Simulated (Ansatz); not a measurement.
`C[O][GeH2][Br]` → `[GeH][Br]` + CH₃OH at 700 K and 1 bar (germylene formation by 1,1-elimination).

Gas-phase electronic energies from Ansatz, PBE0-D4/def2-TZVP geometries. CCSD(T)/CBS adds triple-zeta CCSD(T) − MP2 to the extrapolated MP2 energy (def2 sets, frozen cores). This one scheme is used for every species. For Br, Ge outer-core shells are correlated without core-valence functions, which leaves a few kJ/mol of doubt a bond. Scalar relativity is left out up to krypton. Each species was taken in one conformer, which may not be the lowest.

| species | CCSD(T)/CBS energy (Eh) | H − E (kJ/mol) | S (J/(mol·K)) |
| --- | --- | --- | --- |
| `C[O][GeH2][Br]` | -4765.70555 | 222.5 | 465.6 |
| `[GeH][Br]` | -4650.03665 | 48.0 | 316.3 |
| CH₃OH | -115.61712 | 170.8 | 288.5 |

H − E and S are ideal-gas, rigid-rotor, harmonic terms from PBE0-D4/def2-TZVP, for one conformer and one mirror image of each species. 1 Eh = 2625.50 kJ/mol, R = 8.31446 J/(mol·K).

Q: By hand: ΔE, ΔH, ΔS and ΔG.

A: ΔE = (-4650.03665) + (-115.61712) − (-4765.70555) = 0.05178 Eh = 135.9 kJ/mol. Δ(H − E) = 48.0 + 170.8 − 222.5 = -3.7, so ΔH = 132.2 kJ/mol. ΔS = 316.3 + 288.5 − 465.6 = 139.2 J/(mol·K). ΔG = 132.2 − 700 × (139.2)/1000 = 34.8 kJ/mol.

Q: By hand: the equilibrium constant, and the temperature at which ΔG would vanish if ΔH and ΔS stayed fixed.

A: log₁₀ K = −ΔG/(RT ln 10) = -2.6. ΔG = 0 at ΔH/ΔS = 950 K.

The number of gas molecules changes by +1, which sets the sign of ΔS. A doubt of 5 kJ/mol in ΔE shifts log₁₀ K by 0.4 here. Other conformers and mirror images would add mixing entropy, several J/(mol·K) or more a flexible species. Modes under 60 cm⁻¹, often nearly free rotors, make the harmonic entropy too high. These are equilibria of isolated gas molecules and say nothing of rates. Largest T1 diagnostic: 0.011 (customary marks: 0.02 for closed shells, 0.045 for open ones).
